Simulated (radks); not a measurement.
The numbers below are computed, except where a source is named.
Neutral barium inside a hard spherical wall (all orbitals vanish at R), configuration held at [Xe] 6s2 and not refilled when levels cross. Level of theory: scalar-relativistic Kohn-Sham, PBEsol, spin-polarised, spherical densities, finite nucleus; Fermi nuclear charge, rms radius 4.8378 fm (a radial shooting solver on a logarithmic mesh with Libxc functionals). Eigenvalues in eV for spin up, with the zero of energy where the potential of the charges vanishes at infinity; a dash marks a level that is unbound or too diffuse for the functional's potential to be trusted. A positive occupied level is held by the wall or, in an anion where self-interaction has pushed it up, behind a barrier. The pressure on the wall is -dE/dV.

R (bohr) = free: E (hartree) -8132.0286; kinetic (hartree) 8583.366; e(4d) -89.611; e(5s) -33.701; e(5p) -18.742; e(6s) -3.247; e(5d, empty) -2.029; e(6p, empty) -1.230; pressure (GPa) 0
R (bohr) = 15: E (hartree) -8132.0285; kinetic (hartree) 8583.367; e(4d) -89.603; e(5s) -33.693; e(5p) -18.735; e(6s) -3.241; e(5d, empty) -2.022; e(6p, empty) -1.205; pressure (GPa) 0.000621
R (bohr) = 12: E (hartree) -8132.0276; kinetic (hartree) 8583.376; e(4d) -89.530; e(5s) -33.621; e(5p) -18.665; e(6s) -3.188; e(5d, empty) -1.962; e(6p, empty) -1.073; pressure (GPa) 0.0149
R (bohr) = 10: E (hartree) -8132.0226; kinetic (hartree) 8583.412; e(4d) -89.286; e(5s) -33.386; e(5p) -18.435; e(6s) -2.997; e(5d, empty) -1.765; e(6p, empty) -0.698; pressure (GPa) 0.122
R (bohr) = 8: E (hartree) -8131.9953; kinetic (hartree) 8583.559; e(4d) -88.521; e(5s) -32.654; e(5p) -17.730; e(6s) -2.259; e(5d, empty) -1.121; e(6p, empty) 0.563; pressure (GPa) 1.03
R (bohr) = 7: E (hartree) -8131.9509; kinetic (hartree) 8583.755; e(4d) -87.738; e(5s) -31.920; e(5p) -17.032; e(6s) -1.293; e(5d, empty) -0.412; e(6p, empty) 2.102; pressure (GPa) 3.16
R (bohr) = 6: E (hartree) -8131.8435; kinetic (hartree) 8584.180; e(4d) -86.447; e(5s) -30.750; e(5p) -15.932; e(6s) 0.727; e(5d, empty) 0.862; e(6p, empty) 5.151; pressure (GPa) 10.7
R (bohr) = 4: E (hartree) -8130.6260; kinetic (hartree) 8588.801; e(4d) -78.241; e(5s) -24.213; e(5p) -9.544; e(6s) 18.350; e(5d, empty) 9.782; e(6p, empty) 28.362; pressure (GPa) 247
R (bohr) = 3: E (hartree) -8126.6245; kinetic (hartree) 8602.802; e(4d) -62.477; e(5s) -11.544; e(5p) 4.671; e(6s) 61.661; e(5d, empty) 29.915; e(6p, empty) 78.687; pressure (GPa) 2120
R (bohr) = 1.5: E (hartree) -8035.2704; kinetic (hartree) 8866.653; e(4d) 57.487; e(5s) 196.45; e(5p) 239.44; e(6s) 620.76; e(5d, empty) 304.54; e(6p, empty) 663.28; pressure (GPa) 260000
